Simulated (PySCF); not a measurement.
# Mayer bond orders and bond lengths

Compound: C₁₁H₁₂.
Numbering: `[CH2:1]=[C:2]([CH3:3])[C@@H:4]1[CH2:5][c:6]2[cH:7][cH:8][cH:9][cH:10][c:11]21` (hydrogens: H12, H13 on C1; H14, H15, H16 on C3; H17 on C4; H18, H19 on C5; H20 on C7; H21 on C8; H22 on C9; H23 on C10)

Cartesian coordinates in Å at the GFN2-xTB level; atoms count from 1:
```
atom  x, y, z in Å
C1    -3.163    0.241    0.750
C2    -1.962   -0.085    0.296
C3    -1.693   -1.376   -0.414
C4    -0.789    0.835    0.456
C5    -0.287    1.526   -0.861
C6     1.021    0.813   -0.641
C7     2.283    0.618   -1.144
C8     3.097   -0.246   -0.410
C9     2.657   -0.863    0.750
C10    1.373   -0.655    1.257
C11    0.581    0.196    0.528
H12   -3.346    1.167    1.268
H13   -4.013   -0.407    0.619
H14   -1.051   -2.009    0.199
H15   -2.619   -1.909   -0.616
H16   -1.170   -1.199   -1.352
H17   -0.978    1.552    1.257
H18   -0.830    1.238   -1.759
H19   -0.237    2.612   -0.808
H20    2.642    1.088   -2.048
H21    4.102   -0.442   -0.757
H22    3.329   -1.526    1.277
H23    1.046   -1.142    2.163
```

Bond orders from the PBE0/pcSseg-1 density (PySCF). The structure is a single GFN2-xTB conformer in the gas phase; no vibrational or solvent corrections.

Q: How far do the computed orders between heavy atoms stray from the drawn ones?

A: The largest departure is 0.178, at C11–C6 (drawn aromatic, 1.322), counting aromatic bonds as 1.5. The bonds drawn aromatic range from 1.32 to 1.47.

Q: Give the Mayer order of every bond between heavy atoms, beside its length.

A: 
| bond | drawn as | length (Å) | Mayer order |
| --- | --- | --- | --- |
| C1–C2 | double | 1.324 | 1.982 |
| C2–C3 | single | 1.498 | 1.058 |
| C2–C4 | single | 1.499 | 0.986 |
| C4–C5 | single | 1.569 | 1.039 |
| C5–C6 | single | 1.506 | 1.087 |
| C6–C7 | aromatic | 1.372 | 1.416 |
| C7–C8 | aromatic | 1.396 | 1.418 |
| C8–C9 | aromatic | 1.386 | 1.473 |
| C9–C10 | aromatic | 1.396 | 1.412 |
| C10–C11 | aromatic | 1.372 | 1.421 |
| C11–C4 | single | 1.514 | 1.000 |
| C11–C6 | aromatic | 1.394 | 1.322 |

By pair of heavy elements: C–C: lowest C2–C4 (0.986, 1.499 Å), highest C1–C2 (1.982, 1.324 Å); in 6 of the 66 pairs the longer bond (by over 0.003 Å) has the higher order (by 0.02 or more).

Q: And the bonds to hydrogen?

A: C–H: 0.92 to 0.99 (12 bonds).

Q: Sum the orders of all bonds at each heavy atom with more than one neighbour and set the sums beside the valence in the SMILES.

A: C1 3.867 (drawn 4), C2 4.026 (drawn 4), C3 3.896 (drawn 4), C4 3.946 (drawn 4), C5 3.961 (drawn 4), C6 3.825 (drawn 4), C7 3.822 (drawn 4), C8 3.857 (drawn 4), C9 3.850 (drawn 4), C10 3.823 (drawn 4), C11 3.743 (drawn 4). Orders between atoms that aren't bonded are not in these sums.

The Mayer order sums products of elements of PS (density times overlap matrix) between the two atoms' basis functions, so it depends on the basis set.

The run behind these numbers computed NMR shieldings as well. On one thread of an Arm Neoverse V1, on a shared host, this took 59 s wall.
